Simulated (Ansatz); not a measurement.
Energy needed to pull apart GaBH₄O (SMILES [BH2][GaH][OH]), closed shell, into free ground-state atoms, from the structure below (displaced at random from a GFN2-xTB minimum); no zero-point or spin–orbit terms; open-shell atoms are treated unrestricted, in their ground-state multiplicity.

B1  (-1.511, -0.028, 0.160)
Ga2  (0.560, -0.023, 0.468)
O3  (1.333, -0.102, -0.902)
H4  (-2.130, -1.077, 0.026)
H5  (-2.055, 1.123, -0.178)
H6  (1.489, 0.013, 1.903)
H7  (2.038, -0.190, -1.519)
(Å)

Ansatz 0.2.0; basis: def2-TZVPP; cores frozen in the correlated methods. Filled d shells of the heavier atoms are correlated. The def2 sets are not built for correlating such inner shells, so the correlated values are less sure here.

```json
{"method": "SPW92", "atomization energy (kJ/mol)": "2260"}
{"method": "PBE-D4", "atomization energy (kJ/mol)": "1969"}
{"method": "r2SCAN-D4", "atomization energy (kJ/mol)": "1979"}
{"method": "PBE0-D4", "atomization energy (kJ/mol)": "?"}
{"method": "HSE06-D4", "atomization energy (kJ/mol)": "1946"}
{"method": "wB97M-V", "atomization energy (kJ/mol)": "1960"}
{"method": "HF", "atomization energy (kJ/mol)": "1413"}
{"method": "MP2", "atomization energy (kJ/mol)": "?"}
{"method": "CCSD", "atomization energy (kJ/mol)": "1901"}
{"method": "CCSD(T)", "atomization energy (kJ/mol)": "1924"}
```

(1) What does MP2 give? (Judge from chemistry; the value comes from the calculation.)

(2) What does PBE0-D4 give? (To be estimated.)

No T1 diagnostic of these runs exceeds 0.014.

Answers

(1) By the calculation: 1953 kJ/mol, which is about 29 kJ/mol more than CCSD(T)/def2-TZVPP.

(2) The calculation gives: 1945 kJ/mol, which is about 20 kJ/mol more than CCSD(T)/def2-TZVPP.

In triple zeta the MP2 and coupled-cluster atomization energies are still short of their basis limit by a few kcal/mol a bond, whereas those of the functionals are nearly converged, so these differences are not deviations from converged CCSD(T).

For scale, one of the runs: CCSD(T)/def2-TZVPP forces, 166 basis functions (an equivalent command: `ansatz run in.yaml --threads 4`). The run took 2.2 min on 4 CPU threads (shared host), with 2.5 GiB of host memory at its peak.
